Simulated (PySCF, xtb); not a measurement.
B(Cl)(F)(NCO) (CBClFNO), SMILES O=C=NB(Cl)F. One conformer was computed; it need not be the lowest.

Harmonic wavenumbers (cm⁻¹) from xtb 6.7.1 with GFN2-xTB at its own minimum, in rising order: 56, 105, 291, 360, 456, 486, 519, 540, 970, 1228, 1607, 2524.

### Question
What does PySCF with B3LYP-D3(BJ)/def2-SVP give at its own minimum? (Estimate from the structure and the level; the computed values follow.)

### Answer
43, 104, 330, 400, 569, 578, 609, 624, 1055, 1337, 1644, 2463. Paired by order, the mean absolute difference is 64 cm⁻¹ and the zero-point energies are 13.1 and 13.9 kcal/mol.
